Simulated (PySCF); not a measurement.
AsI from Hartree–Fock to correlated methods

State: ³Σ⁻ (triplet), unpaired electrons π ↑↑. Set-up: As x2c-TZVPPall, I x2c-TZVPPall; spin-free X2C with a Gaussian nucleus (PySCF 2.14). De refers to As + I in their high-spin ground configurations, without counterpoise correction. The functionals are run spin-unrestricted. A positive dipole means As(−)I(+).

```tsv
Level	Re (Å)	ωe (cm⁻¹)	De (eV)	μ (D)	CPU s a point (SCF and correlation, without the integrals)
UHF	2.531	250	0.95	-1.33	2.3
UHF-MP2	2.480	262	2.15	n/a	4.6
UHF-SCS-MP2	2.495	257	2.05	n/a	n/a
UHF-CCSD	2.498	257	1.93	n/a	n/a
UHF-CCSD(T)	2.501	255	2.09	n/a	290
PBE	2.507	253	2.67	-0.39	2.6
PBEsol	2.483	261	2.91	-0.32	2.3
r²SCAN	2.492	260	2.53	-0.48	3.7
PBE0	2.488	262	2.45	-0.62	5.4
B97-3	2.503	257	2.40	-0.62	3.3
BHandHLYP	2.499	259	2.17	-0.83	3.5
LC-ωPBE	2.466	272	2.15	-0.81	7.8
B2PLYP	2.501	256	2.33	-0.88	5.4
```

(1) Which functional lies closest to UHF-CCSD(T) in De, which farthest, and by how much do they differ from it?

(2) What does a quarter of exact exchange do here, going from PBE to PBE0?

(3) What does second-order correlation do here, going from UHF to UHF-MP2?

Correlated steps freeze 27 core orbitals. Spin–orbit coupling is left out, which matters for elements this heavy, above all for dissociation energies. B2PLYP dipoles, levels and charges come from its SCF part alone. The state was picked by a PBE0 search and need not be the measured ground state.

The whole job (state search and all levels along the bond) took about 26 min on 2 threads of Arm Neoverse V2 (shared host), peak memory 3.6 GiB.

Results:

(1) Closest is LC-ωPBE (-3.5 pm in Re, +6.7 % in ωe, +0.06 eV in De against UHF-CCSD(T) in the same basis), farthest PBEsol (-1.8 pm in Re, +2.4 % in ωe, +0.82 eV in De). CCSD(T) converges more slowly with the basis than the functionals do and binds too weakly in this one, so the order can change at the basis-set limit.

(2) PBE0 less PBE: -1.9 pm in Re, +3.6 % in ωe, -0.22 eV in De. Exact exchange removes part of the self-interaction that spreads semilocal densities, and in most molecules shortens and stiffens the bond and lowers De; so it does here.

(3) UHF-MP2 less UHF: -5.1 pm in Re, +4.8 % in ωe, +1.20 eV in De. Correlation nearly always deepens the well. The bond shortens, as in weak, metallic or heavy-atom bonds, where dispersion and the correlation of outer-core electrons pull the atoms together.
